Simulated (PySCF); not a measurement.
C2H3O2, doublet, at a GFN2-xTB geometry, with bond 4-3 at 1.25 times its length; PBE0/6-31G* (PySCF).

Here is a job for PySCF.
```python
from pyscf import gto, scf, dft

mol = gto.Mole()
mol.atom = '''
    C    -1.458256   -0.141799   -0.064838
    O    -0.148184   -0.706041   -0.403978
    C     0.927261   -0.108169   -0.074403
    O     1.278071    1.153054    0.650007
    H    -1.965233    0.092599   -0.998380
    H    -2.002918   -0.905035    0.485929
    H    -1.323683    0.754101    0.538722
'''
mol.basis = '6-31g*'
mol.charge = 0
mol.spin = 1
mol.verbose = 4
mol.build()

mf = dft.UKS(mol)
mf.xc = 'pbe0'
mf.kernel()
mo_i, mo_e, stable_i, stable_e = mf.stability(internal=True, external=False, return_status=True, nroots=6, tol=1e-6)
print('internally stable:', stable_i, ' externally stable:', stable_e)
if not stable_i:
    umf = mf.copy()
    umf.scf_summary = {}
    umf.kernel(umf.make_rdm1(mo_i, mf.mo_occ))
```

Task: What does PySCF print? Leave out banner, timings and long lists.

Result: 
```
PySCF version 2.14.0

[INPUT] verbose = 4
[INPUT] num. atoms = 7
[INPUT] num. electrons = 31
[INPUT] charge = 0
[INPUT] spin (= nelec alpha-beta = 2S) = 1
[INPUT] symmetry False subgroup None
[INPUT] Mole.unit = angstrom
[INPUT] Symbol           X                Y                Z      unit          X                Y                Z       unit  Magmom
[INPUT]  1 C     -1.458256000000  -0.141799000000  -0.064838000000 AA   -2.755704459504  -0.267961274737  -0.122526062465 Bohr   0.0
[INPUT]  2 O     -0.148184000000  -0.706041000000  -0.403978000000 AA   -0.280027176043  -1.334224122714  -0.763407780350 Bohr   0.0
[INPUT]  3 C      0.927261000000  -0.108169000000  -0.074403000000 AA    1.752269335990  -0.204409785168  -0.140601292846 Bohr   0.0
[INPUT]  4 O      1.278071000000   1.153054000000   0.650007000000 AA    2.415204157749   2.178956266834   1.228335209050 Bohr   0.0
[INPUT]  5 H     -1.965233000000   0.092599000000  -0.998380000000 AA   -3.713752140957   0.174986749409  -1.886664768243 Bohr   0.0
[INPUT]  6 H     -2.002918000000  -0.905035000000   0.485929000000 AA   -3.784966469962  -1.710268283146   0.918272725984 Bohr   0.0
[INPUT]  7 H     -1.323683000000   0.754101000000   0.538722000000 AA   -2.501398345743   1.425044360261   1.018037037278 Bohr   0.0

nuclear repulsion = 106.488759869325
number of shells = 30
number of NR pGTOs = 120
number of NR cGTOs = 62
basis = 6-31g*
ecp = {}

******** <class 'pyscf.dft.uks.UKS'> ********
method = UKS
initial guess = minao
damping factor = 0
level_shift factor = 0
DIIS = <class 'pyscf.scf.diis.CDIIS'>
diis_start_cycle = 1
diis_space = 8
diis_damp = 0
SCF conv_tol = 1e-09
SCF conv_tol_grad = None
SCF max_cycles = 50
direct_scf = True
direct_scf_tol = 1e-13
number electrons alpha = 16  beta = 15
XC library pyscf.dft.libxc version 7.1.2
    S. Lehtola, C. Steigemann, M. J. T. Oliveira, and M. A. L. Marques,  SoftwareX 7, 1–5 (2018)
XC functionals = pbe0
    C. Adamo and V. Barone,  J. Chem. Phys. 110, 6158 (1999)
    M. Ernzerhof and G. E. Scuseria,  J. Chem. Phys. 110, 5029 (1999)
radial grids:
    Treutler-Ahlrichs [JCP 102, 346 (1995); DOI:10.1063/1.469408] (M4) radial grids

becke partition: Becke, JCP 88, 2547 (1988); DOI:10.1063/1.454033
pruning grids: <function nwchem_prune>
grids dens level: 3
symmetrized grids: False
atomic radii adjust function: <function treutler_atomic_radii_adjust>
small_rho_cutoff = 0
Set gradient conv threshold to 3.16228e-05
tot grids = 85824
init E= -228.226493891632

cycle= 1 E= -227.840533481001  delta_E= 0.386  |g|= 0.679  |ddm|= 1.83
cycle= 2 E= -225.28365514019  delta_E= 2.56  |g|= 2.25  |ddm|= 2.19
cycle= 3 E= -228.013747446087  delta_E= -2.73  |g|= 0.327  |ddm|= 1.97
cycle= 4 E= -228.046899321939  delta_E= -0.0332  |g|= 0.175  |ddm|= 0.325
cycle= 5 E= -228.058403587943  delta_E= -0.0115  |g|= 0.0248  |ddm|= 0.114
cycle= 6 E= -228.05871096829  delta_E= -0.000307  |g|= 0.0148  |ddm|= 0.0248
cycle= 7 E= -228.058828443774  delta_E= -0.000117  |g|= 0.00605  |ddm|= 0.0166
cycle= 8 E= -228.058855456633  delta_E= -2.7e-05  |g|= 0.00248  |ddm|= 0.0092
cycle= 9 E= -228.058861187459  delta_E= -5.73e-06  |g|= 0.00111  |ddm|= 0.00424
cycle= 10 E= -228.058863137515  delta_E= -1.95e-06  |g|= 0.000486  |ddm|= 0.00296
cycle= 11 E= -228.058863874534  delta_E= -7.37e-07  |g|= 0.000131  |ddm|= 0.00249
cycle= 12 E= -228.058863958697  delta_E= -8.42e-08  |g|= 5.3e-05  |ddm|= 0.000822
cycle= 13 E= -228.058863969338  delta_E= -1.06e-08  |g|= 1.57e-05  |ddm|= 0.000282
cycle= 14 E= -228.058863970021  delta_E= -6.83e-10  |g|= 1.07e-05  |ddm|= 5.97e-05
Extra cycle  E= -228.058863969885  delta_E= 1.37e-10  |g|= 2.46e-05  |ddm|= 2.87e-05
converged SCF energy = -228.058863969885  <S^2> = 0.75807012  2S+1 = 2.0080539
uhf_internal: lowest eigs of H = [0.16251601 0.17323919 0.22268833 0.23866469 0.33829181 0.41991069]
<class 'pyscf.dft.uks.UKS'> wavefunction is stable in the internal stability analysis
internally stable: True  externally stable: None
```
